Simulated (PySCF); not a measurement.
PySCF input for C₅H₄F₂O, SMILES C#C[C@@H]1COC1(F)F, B3LYP-D3(BJ)/def2-SVP. Coordinates come from a B3LYP-D3(BJ)/def2-SVP optimisation. The structure was generated by enumeration; whether it is a known compound was not checked.

```python
import numpy as np
from pyscf import gto, scf, dft, df
from pyscf.hessian import thermo

mol = gto.M(
    atom='''
    C     2.18745604   -0.81176005    1.75943976
    C     1.08881572   -0.62619522    1.28690311
    C    -0.22836226   -0.42260370    0.71968400
    C    -0.76213019   -1.43058745   -0.33206072
    O    -0.95954422   -0.35834134   -1.28538996
    C    -0.38959244    0.58037920   -0.44986257
    F    -1.21018738    1.61972609   -0.21772676
    F     0.74701649    1.08994972   -0.95212905
    H     3.16515515   -0.96772811    2.17534483
    H    -0.97142104   -0.19822327    1.49986842
    H    -1.70848939   -1.93161514   -0.08181137
    H    -0.01747430   -2.15818192   -0.68620110
    ''',
    basis='def2-SVP',
    charge=0,
    spin=0,
    max_memory=1600,
    verbose=3,
)
mf = dft.RKS(mol, xc='b3lyp').density_fit(auxbasis='def2-universal-jkfit')
mf.disp = 'd3bj'
mf.grids.level = 3
mf.conv_tol = 1e-11
mf.max_cycle = 100
mf.kernel()

# [left out here: the lines that compute and print the analytic Hessian (its translational invariance restored by hand, since the grid's response is missing), thermochemistry and intensities]
```

Output:

```
converged SCF energy = -467.414233085324

WARN: DFTD3 does not support analytical Hessian, using finite difference


WARN: Mole.unit (angstrom) is changed to Bohr

Mode                                 0                   1                   2
Irrep
Freq [cm^-1]                       78.2601            134.8952            197.1003
Reduced mass [au]                   4.7973              5.3354              3.3469
Force const [Dyne/A]                0.0173              0.0572              0.0766
Char temp [K]                     112.5988            194.0841            283.5835
Normal mode                   x     y     z       x     y     z       x     y     z
       0   C                 0.02 -0.07 -0.08    0.02  0.14 -0.11    0.00 -0.08 -0.09
       1   C                 0.00 -0.01 -0.02   -0.04 -0.00 -0.01   -0.03  0.05  0.05
       2   C                -0.02  0.04  0.04   -0.06 -0.04  0.01   -0.03  0.03  0.03
       3   C                -0.06  0.02  0.08   -0.05 -0.01 -0.03    0.13 -0.01 -0.01
       4   O                 0.11 -0.04 -0.02    0.01  0.01 -0.01   -0.03 -0.00  0.04
       5   C                 0.02  0.01 -0.00    0.00 -0.02  0.03   -0.04  0.02  0.02
       6   F                -0.06 -0.03 -0.06    0.03  0.01 -0.00   -0.02  0.05 -0.07
       7   F                 0.01  0.07  0.06    0.05 -0.06  0.10    0.00 -0.04  0.05
       8   H                 0.03 -0.12 -0.14    0.07  0.26 -0.18    0.03 -0.17 -0.18
       9   H                 0.03  0.10  0.06   -0.07 -0.06  0.01   -0.09 -0.04 -0.00
      10   H                -0.13  0.15  0.07   -0.08  0.01 -0.07    0.21 -0.19 -0.05
      11   H                -0.13 -0.09  0.18   -0.06 -0.03 -0.01    0.27  0.14 -0.02
Mode                                 3                   4                   5
Irrep
Freq [cm^-1]                      308.4211            392.7634            470.2175
Reduced mass [au]                   6.9919              7.7856              8.2905
[...]
Reduced mass [au]                   3.3572              2.4408              5.1478
Force const [Dyne/A]                1.3073              1.2097              3.0915
Char temp [K]                    1169.6899           1319.5991           1452.5955
Normal mode                   x     y     z       x     y     z       x     y     z
       0   C                 0.07 -0.01  0.03    0.01 -0.00  0.01    0.00 -0.00  0.00
       1   C                 0.06  0.01 -0.01    0.00 -0.02  0.01    0.00  0.02  0.01
       2   C                -0.10 -0.02  0.10    0.03  0.11 -0.06    0.01 -0.07 -0.06
       3   C                -0.06 -0.05 -0.01   -0.07 -0.08 -0.08   -0.01 -0.10  0.14
       4   O                -0.03 -0.04 -0.04    0.04 -0.01  0.09    0.02  0.14 -0.05
       5   C                -0.01  0.01 -0.04    0.04 -0.01  0.02    0.02 -0.03 -0.02
       6   F                -0.03  0.03  0.03   -0.01  0.01 -0.00   -0.01  0.01 -0.01
       7   F                 0.08  0.04 -0.03   -0.04 -0.02  0.02   -0.02 -0.01  0.00
       8   H                 0.05 -0.02  0.08    0.02  0.03 -0.01    0.00 -0.02 -0.01
       9   H                -0.03  0.08  0.14    0.06  0.44 -0.12    0.05  0.16 -0.08
      10   H                -0.02 -0.27 -0.29   -0.06 -0.22 -0.29    0.02 -0.22 -0.01
      11   H                 0.16  0.13  0.09    0.06  0.04 -0.06    0.14  0.07  0.14
Mode                                15                  16                  17
Irrep
Freq [cm^-1]                     1060.4536           1098.7123           1148.8963
Reduced mass [au]                   3.2879              2.0550              2.0714
Force const [Dyne/A]                2.1785              1.4616              1.6109
Char temp [K]                    1525.7567           1580.8023           1653.0060
Normal mode                   x     y     z       x     y     z       x     y     z
       0   C                 0.01  0.00  0.01    0.08 -0.01  0.04   -0.00  0.00  0.00
       1   C                 0.01 -0.03 -0.02    0.05 -0.01 -0.02    0.01  0.01 -0.03
       2   C                -0.04  0.13  0.07   -0.14  0.00 -0.09   -0.03 -0.06  0.08
       3   C                 0.06 -0.15 -0.01    0.02  0.03  0.02    0.05  0.01 -0.03
       4   O                -0.01  0.07 -0.02    0.01  0.00  0.05   -0.03 -0.01 -0.04
       5   C                -0.05 -0.01 -0.01   -0.00  0.03 -0.01    0.13 -0.06  0.03
       6   F                 0.02 -0.02 -0.00    0.01 -0.02  0.00   -0.04  0.05  0.00
       7   F                 0.01  0.01 -0.01   -0.01 -0.01  0.00   -0.02 -0.00  0.00
       8   H                 0.01  0.02  0.02    0.09 -0.01  0.05   -0.01 -0.01  0.01
       9   H                -0.11 -0.04  0.06   -0.48 -0.09 -0.40   -0.14  0.52 -0.19
      10   H                -0.06  0.15  0.10   -0.01  0.09  0.03    0.07  0.13  0.25
      11   H                -0.20 -0.34 -0.18   -0.00 -0.04  0.13   -0.10 -0.10 -0.11
Mode                                18                  19                  20
Irrep
Freq [cm^-1]                     1156.2103           1165.2143           1252.4766
Reduced mass [au]                   2.5145              1.3483              2.4682
Force const [Dyne/A]                1.9805              1.0786              2.2812
Char temp [K]                    1663.5292           1676.4839           1802.0349
Normal mode                   x     y     z       x     y     z       x     y     z
       0   C                -0.01  0.00 -0.00    0.00 -0.00  0.00    0.01 -0.00  0.00
       1   C                -0.00  0.01 -0.00    0.00 -0.00 -0.01    0.00  0.00  0.01
       2   C                 0.01 -0.06  0.03   -0.02  0.00  0.03   -0.04 -0.06 -0.04
       3   C                 0.07  0.03  0.02   -0.04  0.02  0.03    0.02  0.01 -0.02
       4   O                 0.01  0.02  0.08    0.06  0.01  0.03    0.02 -0.00  0.01
       5   C                -0.05 -0.07 -0.16   -0.03 -0.04 -0.09   -0.17  0.03  0.07
       6   F                -0.00  0.02  0.01    0.00  0.01  0.01    0.03 -0.03 -0.01
       7   F                 0.00  0.00  0.02    0.00  0.00  0.01    0.05  0.01 -0.02
       8   H                -0.01 -0.01 -0.00    0.00 -0.00  0.01    0.02 -0.01  0.00
       9   H                 0.05  0.17  0.00   -0.09 -0.03 -0.04    0.20  0.53  0.03
      10   H                -0.18  0.29 -0.43    0.16 -0.24  0.31    0.05  0.06  0.16
      11   H                -0.06 -0.10  0.01   -0.12  0.30 -0.65   -0.03 -0.02 -0.05
Mode                                21                  22                  23
Irrep
Freq [cm^-1]                     1281.7863           1337.9460           1383.1384
Reduced mass [au]                   4.8582              1.6895              2.2637
Force const [Dyne/A]                4.7028              1.7819              2.5516
Char temp [K]                    1844.2052           1925.0064           1990.0282
Normal mode                   x     y     z       x     y     z       x     y     z
       0   C                 0.01 -0.00  0.00    0.02 -0.00  0.01   -0.03  0.01 -0.01
       1   C                -0.00  0.01  0.01   -0.00  0.00  0.01    0.00 -0.00 -0.02
       2   C                -0.06 -0.05  0.01   -0.06  0.01 -0.03    0.11 -0.03  0.11
       3   C                 0.02 -0.03 -0.00   -0.02 -0.01 -0.10   -0.05 -0.02 -0.06
       4   O                -0.01 -0.01  0.01    0.02  0.04  0.05    0.02  0.02  0.01
       5   C                 0.07  0.20 -0.10    0.02 -0.09 -0.07   -0.07  0.07 -0.06
       6   F                 0.02 -0.04  0.00   -0.01  0.02  0.01    0.02 -0.02  0.00
       7   F                -0.05 -0.03  0.03   -0.00  0.00  0.01    0.00 -0.01  0.01
       8   H                 0.01 -0.01  0.00    0.02 -0.00  0.00   -0.04  0.01 -0.01
       9   H                 0.20  0.11  0.22    0.23 -0.07  0.27   -0.32  0.06 -0.33
      10   H                 0.04 -0.06  0.05    0.11  0.05  0.49    0.06 -0.12  0.20
      11   H                -0.09 -0.12 -0.08    0.19 -0.02  0.36    0.12 -0.04  0.32
Mode                                24                  25                  26
Irrep
Freq [cm^-1]                     1504.5176           2240.1909           3070.6276
Reduced mass [au]                   1.1257              5.9660              1.0568
Force const [Dyne/A]                1.5013             17.6403              5.8709
Char temp [K]                    2164.6659           3223.1359           4417.9494
Normal mode                   x     y     z       x     y     z       x     y     z
       0   C                -0.00  0.00  0.00   -0.14  0.02 -0.06    0.00 -0.00  0.00
       1   C                -0.00 -0.00 -0.00    0.20 -0.03  0.09   -0.00  0.00 -0.00
       2   C                 0.00 -0.01  0.01   -0.03  0.00 -0.01   -0.00 -0.00  0.00
       3   C                -0.01 -0.08  0.00   -0.00 -0.00 -0.00    0.01  0.06  0.01
       4   O                -0.00 -0.02 -0.00    0.00  0.00  0.00   -0.00  0.00 -0.00
       5   C                 0.01  0.04  0.00   -0.00  0.00 -0.00   -0.00 -0.00 -0.00
       6   F                 0.00 -0.01 -0.00    0.00 -0.00  0.00   -0.00  0.00  0.00
       7   F                -0.00 -0.00  0.00   -0.00 -0.00  0.00    0.00  0.00 -0.00
       8   H                -0.00 -0.00  0.00   -0.28  0.05 -0.12    0.00 -0.00  0.00
       9   H                -0.03  0.01 -0.03   -0.02  0.00 -0.00    0.01 -0.00 -0.01
      10   H                -0.31  0.57  0.11   -0.00  0.00  0.01   -0.60 -0.29  0.16
      11   H                 0.43  0.48 -0.16    0.00  0.00  0.00    0.48 -0.44 -0.23
Mode                                27                  28                  29
Irrep
Freq [cm^-1]                     3090.5740           3142.4054           3470.1350
Reduced mass [au]                   1.0872              1.1163              1.1631
Force const [Dyne/A]                6.1184              6.4945              8.2519
Char temp [K]                    4446.6478           4521.2217           4992.7516
Normal mode                   x     y     z       x     y     z       x     y     z
       0   C                -0.00  0.00 -0.00   -0.00  0.00 -0.00    0.10 -0.02  0.04
       1   C                 0.00 -0.00  0.00   -0.00 -0.00 -0.00   -0.03  0.00 -0.01
       2   C                 0.05 -0.02 -0.06    0.00 -0.00 -0.01    0.00 -0.00  0.00
       3   C                -0.01  0.00  0.00    0.09 -0.01 -0.03    0.00  0.00  0.00
       4   O                 0.00  0.00  0.00   -0.00  0.00  0.00   -0.00 -0.00 -0.00
       5   C                 0.00 -0.00  0.00    0.00 -0.00 -0.00    0.00 -0.00  0.00
       6   F                -0.00  0.00  0.00   -0.00  0.00  0.00   -0.00  0.00 -0.00
       7   F                -0.00 -0.00  0.00   -0.00 -0.00  0.00    0.00  0.00 -0.00
       8   H                -0.00  0.00 -0.00   -0.00  0.00 -0.00   -0.84  0.13 -0.36
       9   H                -0.65  0.19  0.67   -0.06  0.02  0.06    0.00 -0.00 -0.00
      10   H                 0.04  0.02 -0.01   -0.58 -0.30  0.15   -0.00 -0.00 -0.00
      11   H                 0.05 -0.05 -0.02   -0.45  0.43  0.22    0.00 -0.00 -0.00
temperature 298.1500 [K]
pressure 101325.00 [Pa]
Rotational constants [GHz] 3.39195 1.73727 1.45144
Symmetry number 1
Zero-point energy (ZPE) 0.08098 [Eh]   212609.838 [J/mol]
                           tot       elec      trans        rot        vib
Entropy [J/mol/K]       349.767      0.000    168.253    117.240     64.275
Cv [J/mol/K]            106.034      0.000     12.472     12.472     81.091
Cp [J/mol/K]            114.349      0.000     20.786     12.472     81.091
Internal energy [J/mol]                      3718.434   3718.434 223608.426
Internal energy [Eh]   -467.32623  -467.41423
Enthalpy [J/mol]                             6197.391   3718.434 223608.426
Enthalpy [Eh]          -467.32529
Gibbs free energy [J/mol]                  -43967.262 -31236.557 204444.915
Gibbs free energy [Eh] -467.36501
mode   freq/cm-1   IR/(km/mol)
   1       78.26         1.042
   2      134.90         1.317
   3      197.10         1.225
   4      308.42         1.783
   5      392.76         2.208
   6      470.22         5.688
   7      507.21         7.943
   8      532.97         8.401
   9      645.11        10.928
  10      700.43        32.092
  11      714.30        27.704
  12      720.89         9.326
  13      812.97         5.971
  14      917.17        13.615
  15     1009.60        85.579
  16     1060.45        39.022
  17     1098.71         7.751
  18     1148.90        80.024
  19     1156.21        93.017
  20     1165.21        41.576
  21     1252.48       132.641
  22     1281.79       272.138
  23     1337.95        62.426
  24     1383.14        45.363
  25     1504.52         8.890
  26     2240.19         0.353
  27     3070.63        27.872
  28     3090.57         1.896
  29     3142.41        15.800
  30     3470.13        76.004
max |gradient| / (hartree/bohr): 0.00010735633517417403
APT charges: [-0.2624 -0.0431  0.0203  0.4284 -0.7309  1.5368 -0.5808 -0.5441  0.2125
  0.0128 -0.0328 -0.0167]
```

Self-consistency was reached.
